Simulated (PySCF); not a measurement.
Computed shifts of a molecule C2H9ClSi3, PBE/pcSseg-1 (PySCF), GIAO, gas phase, atoms alike by connectivity averaged where their shifts nearly agree, in ppm (number of nuclei): ¹³C: 157.0 (1), 136.8 (1). ²⁹Si: -58.6 (1), -106.6 (1), -118.2 (1). ¹H: 6.40 (2), 4.89 (1), 4.76 (1), 4.09 (3), 3.73 (2). References: ¹³C against TMS (σ = 182.0 ppm); ³⁵Cl against HCl (σ = 936.5 ppm); ²⁹Si against TMS (σ = 335.4 ppm); ¹H against TMS (σ = 31.49 ppm), references at their B3LYP-D3(BJ)/def2-TZVP geometries, non-relativistic (without spin–orbit terms, shifts of atoms bonded to Cl or Br come out too high). Geometry: B3LYP-D3(BJ)/def2-SVP. The values are those of a single conformer.

Pick the molecule that these values belong to.
A) [SiH3][Si@]1(Cl)CC[SiH2]1
B) C=C(Cl)[SiH2][SiH2][SiH3]
C) Cl[SiH2][C@H]1C[SiH2][SiH2]1
D) [SiH3]/C=C/[SiH2][SiH2]Cl

B, C=C(Cl)[SiH2][SiH2][SiH3]
